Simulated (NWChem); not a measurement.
A series in which one site is exchanged, each optimised at PBE0/def2-SVP with NWChem, gas phase unless a solvent is named. For some, no frequency run checked for a minimum. def2 effective core potentials on Zr; no spin-orbit coupling.

A: [CH3][Ti]([F])([F])[F] (CH3F3Ti; site = Ti)
B: CC(F)(F)F (C$_{2}$H$_{3}$F$_{3}$; site = C)
C: [CH3][Zr]([F])([F])[F] (CH$_{3}$F$_{3}$Zr; site = Zr)
D: [F][Ge]([CH3])([F])[F] (CH₃F₃Ge; site = Ge)

```csv
quantity,A,B,C,D
"dipole (D), PBE0/def2-SVP",…,2.17,1.10,3.69
"orbital gap (eV), PBE0/def2-SVP",…,12.89,7.20,10.47
"static polarisability, PBE/def2-SVPD (bohr³)",…,30.9,54.8,42.1
"lowest singlet excitation, PBE/def2-SVPD, TDA (eV)",…,9.34,4.98,8.05
```

### Question
What belongs in the gaps?

### Answer

- dipole (D), PBE0/def2-SVP, A: 1.40
- orbital gap (eV), PBE0/def2-SVP, A: 6.43
- static polarisability, PBE/def2-SVPD (bohr³), A: 50.0
- lowest singlet excitation, PBE/def2-SVPD, TDA (eV), A: 3.91
